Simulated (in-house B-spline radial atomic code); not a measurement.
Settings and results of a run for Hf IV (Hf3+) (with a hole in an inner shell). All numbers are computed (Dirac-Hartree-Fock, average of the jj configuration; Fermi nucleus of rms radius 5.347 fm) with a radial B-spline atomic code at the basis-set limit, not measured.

In the input, a minus or plus after the letter marks the j = l - 1/2 or j = l + 1/2 subshell.

Command:
```bash
python run_scf.py task.json out
```
Settings (nuclear radius in fm, mass in u):
```
Z                72
configuration    1s2 2s2 2p-1 2p+4 3s2 3p6 3d10 4s2 4p6 4d10 4f14 5s2 5p6 5d2
hamiltonian      dirac
method           hf
spin_polarised   False
nucleus          fermi
rms_radius       5.347
atomic_mass      179.94656
speed_of_light   137.035999084
```

Output (hartree, bohr):
```
 radial grid: 72 intervals, B-splines of order 8, outer radius 39.1892 bohr

 iter        energy (Eh)    residual
    1      -14688.155499    7.45e-01
    2      -14689.249200    2.99e-01
    3      -14691.138755    4.63e-02
    4      -14691.148955    2.36e-02
    5      -14691.149850    3.85e-03
    6      -14691.149900    2.03e-03
    7      -14691.149977    1.48e-04
    8      -14691.149977    6.41e-06
    9      -14691.149977    2.69e-06
   10      -14691.149977    1.65e-07

 total energy                    -14691.14998
 kinetic                           16362.6934
 electron-nucleus                 -36462.6920
 electron-electron                  5408.8486

 first-order corrections (not in the total)
   Gaunt                            15.8876
   retardation                      -1.6767
   frequency dependence             -0.2906
   self-energy                      12.6113
   Uehling                          -2.2914
   Wichmann-Kroll                    0.0872
   recoil                            0.0294

 orbital      occ     eigenvalue          <r>       <r^2>       <1/r>     <1/r^3>       <r^4>       r_max    small
 1s1/2      2.000     -2430.7092    0.0189725 0.000494182     83.8194           - 6.59956e-07      0.0119  7.34e-02
 2s1/2      2.000      -425.9124    0.0793562  0.00750452     20.4259           - 9.81964e-05     0.06798  1.67e-02
 2p1/2      1.000      -408.6433    0.0661127  0.00544207     20.2976           - 6.41143e-05      0.0508  1.66e-02
 2p3/2      4.000      -363.4857    0.0733825   0.0065525     17.3233     15039.4 8.41969e-05     0.05725  1.52e-02
 3s1/2      2.000      -100.9454     0.205735   0.0485394     7.55521           -  0.00356684      0.1905  5.55e-03
 3p1/2      2.000       -92.3128     0.195561   0.0446327     7.50769           -  0.00316607      0.1789  5.55e-03
 3p3/2      4.000       -82.7428      0.20951    0.050959     6.67911     3427.67   0.0040859      0.1917  5.06e-03
 3d3/2      4.000       -68.3966     0.183531   0.0395637     6.56332     593.102  0.00278181      0.1503  4.93e-03
 3d5/2      6.000       -66.4102     0.187563   0.0411991      6.3853      512.54  0.00299456      0.1537  4.83e-03
 4s1/2      2.000       -22.5122     0.463043    0.242092     3.14708           -   0.0850831      0.4332  1.79e-03
 4p1/2      2.000       -18.8930     0.469213    0.250668     3.04459           -   0.0938244      0.4337  1.71e-03
 4p3/2      4.000       -16.6582      0.49908     0.28335     2.78005     778.833      0.1199      0.4605  1.55e-03
 4d3/2      4.000       -10.6605     0.518194    0.311431     2.56366     117.848    0.157425      0.4583  1.36e-03
 4d5/2      6.000       -10.2562       0.5285    0.323759     2.50054     99.7307    0.170107      0.4668  1.32e-03
 4f5/2      6.000        -2.6007     0.617465    0.476332     2.04397     18.0277    0.525311      0.4404  9.29e-04
 4f7/2      8.000        -2.5206     0.627059     0.49195     2.01447     17.1977     0.56369      0.4457  9.08e-04
 5s1/2      2.000        -4.1626      1.12437     1.41913     1.18369           -      2.9656       1.008  3.66e-04
 5p1/2      2.000        -2.9956      1.23168     1.71428     1.07004           -     4.46225       1.082  3.08e-04
 5p3/2      4.000        -2.6720      1.32087     1.97034    0.982246     102.679       5.892       1.158  2.67e-04
 5d3/2      0.800        -1.2834      1.81594     3.80664    0.702816     8.36049     24.1129       1.487  1.40e-04
 5d5/2      1.200        -1.2617      1.85541     3.96875    0.685418     6.95274     26.0802       1.524  1.34e-04
```

Run time, properties included: 1.9 s on 1 thread of Arm Neoverse V1 (shared host).

For the Dirac Hamiltonian the kinetic term is c α·p + (β - 1)c².
